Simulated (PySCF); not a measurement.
Stepwise substitution at one centre (B I-H). All species are isolated molecules in the gas phase. Strings in code marks are SMILES.

Method: PySCF with PBE-D3(BJ)/def2-TZVP // CAM-B3LYP-D3(BJ)/def2-TZVP. Excitations are Tamm–Dancoff values on a coarser integration grid. The basis has no diffuse functions, so Rydberg states are missing or too high.

```json
[
 {"species": "0 of 3 I replaced by H (`IB(I)I`)", "S1–T1 gap (TDA) (eV)": "0.15", "dipole moment (D)": "0.00"},
 {"species": "1 of 3 I replaced by H (`IBI`)", "S1–T1 gap (TDA) (eV)": "0.17", "dipole moment (D)": "0.01"},
 {"species": "2 of 3 I replaced by H (`BI`)", "S1–T1 gap (TDA) (eV)": "0.24", "dipole moment (D)": "0.16"},
 {"species": "3 of 3 I replaced by H (`B`)", "S1–T1 gap (TDA) (eV)": "–", "dipole moment (D)": "0.00"}
]
```
